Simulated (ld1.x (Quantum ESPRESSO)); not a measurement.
Pseudopotential generation for Ni (Z = 28): ultrasoft, PBEsol, scalar-relativistic.

```json
{
 "Element": "Ni",
 "Generator": "ld1.x (Quantum ESPRESSO) 7.5",
 "Type": "ultrasoft",
 "Functional": "PBEsol",
 "Relativity": "scalar-relativistic",
 "Frozen core": "[Ar]",
 "Valence charge": "10",
 "Reference configuration": "3d8 4s1 4p0 (charge +1)",
 "Partial waves": "4s (bound): rcut 1.55, rcutus 1.95 bohr; 4s channel at 2.25 Ry: rcut 1.55, rcutus 1.95 bohr; 4p (bound, empty): rcut 2.40, rcutus 2.75 bohr; 4p channel at 3.15 Ry: rcut 2.40, rcutus 2.75 bohr; 3d (bound): rcut 1.15, rcutus 1.40 bohr; 3d channel at -0.05 Ry: rcut 1.15, rcutus 1.40 bohr",
 "Local potential": "all-electron potential smoothed inside 1.40 bohr (lloc = -1)",
 "Core correction": "a·sin(br)/r model core inside 1.15 bohr",
 "Augmentation charge": "built from norm-conserving waves at rcut, not smoothed further"
}
```

All-electron outer shells of the reference configuration (PBEsol, scalar-relativistic, ld1.x):

```
shell  level (eV)  outermost node (bohr)  outermost maximum (bohr)
   3p      -80.38                   0.27                      0.65
   3d      -17.95                      –                      0.63
   4s      -13.18                   0.92                      2.13
   4p       -7.53                   1.00                      2.67
```

What the tests gave:

```json
{
  "Cutoffs needed": "55 Ry and 90 Ry (the cutoffs (Ry, on a coarse ladder) from which the occupation-weighted sum of valence levels, in a spherical-Bessel basis at the reference potential, stays within 10 and 1 mRy of its value at 400 Ry)",
  "Ghost test": "ghost state, extra bound levels that the all-electron valence spectrum of the same l lacks: p at -11.1 eV; a true bound ghost makes a file unfit for plane-wave use (spherical-Bessel basis up to 400 Ry, 20 bohr box)",
  "Largest excitation error": "-198 meV (all-electron minus pseudo) for 3d7 4s2 4p0, out of 7 test configurations",
  "Lowest eigenvalue of the overlap operator": "0.30 (p channel)"
}
```

Generation and tests took about 1.7 s on one core of a shared server CPU.
